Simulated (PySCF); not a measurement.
**Unknown compound**

Molecular formula: C7H9ClF2. Simulated spectra:

$^{1}$H NMR (400 MHz, computed): δ 6.28 (s, 1H), 6.13 (m, 1H), 5.84 (m, 1H), 5.62 (m, 1H), 5.53 (m, 1H), 3.02 (d, 2H), 2.88 (m, 2H).

$^{13}$C{$^{1}$H} NMR (computed): δ 144.8 (CH), 144.4 (C), 129.2 (CH), 126.5 (CH2), 122.5 (CH), 46.5 (CH2), 38.4 (CH2).

- geometry: GFN2-xTB
- shielding tensors at PBE0/pcSseg-1 (GIAO)
- run in PySCF 2.14.0 with density-fitted response routines
- no relativistic terms, a single conformation, averaged over atoms made equivalent by symmetry, fast rotation or ring inversion, in vacuum

References, each an isolated molecule treated in the same way: TMS for $^{1}$H and $^{13}$C.

Question: What is the structure?

Answer: 
1. Rings plus π bonds: 2 (no ring in the answer).
2. 7 carbon signals for 7 carbons: no two carbons are equivalent.
3. Carbon types of the structure: 1 × C, 3 × CH, 3 × CH2, which accounts for all hydrogens.
4. δC 144.8, 129.2: alkene CH; an sp2 carbon of a C=C bond.
5. δC 144.4: fully substituted alkene carbon; an sp2 carbon of a C=C bond.
6. δC 126.5: terminal =CH2 carbon; an sp2 carbon of a C=C bond.
7. δC 122.5: sp3 CH bonded to 2 F; 2 electronegative neighbours deshield it.
8. δH 6.28, 5.84: hydrogen on an alkene CH; a vinylic proton, deshielded by the sp2 carbon and the C=C anisotropy.
9. δH 5.62, 5.53: hydrogen on a terminal =CH2 carbon; olefinic region.
10. δH 3.02, 2.88: hydrogen on an allylic sp3 CH2; allylic position.

The compound is SMILES Cl/C=C(/CC=C)CC(F)F.

The data come from this structure; uniqueness wasn't tested.

Carbons that carry Cl, above all several Cl atoms, come out too deshielded, partly because spin–orbit coupling is missing. Splittings by $^{19}$F in the carbon and heteronuclear signals aren't shown, as no couplings were computed. Shifts are as computed. Against solution values, carbons near 30 ppm lie about +3 ppm off and those near 130 ppm about +5 ppm; carbons on Cl a further +6 ppm. Of 1211 compounds with measured shifts, 218 miss one by over three times the rms of a fit or turn the order of signals round; such compounds aren't used in these exercises. No couplings were computed; multiplicities are counted from neighbouring protons, with m where these are inequivalent, close in shift, in a saturated or five-membered ring or joined by F or P, and br s for small geminal =CH2 splittings.
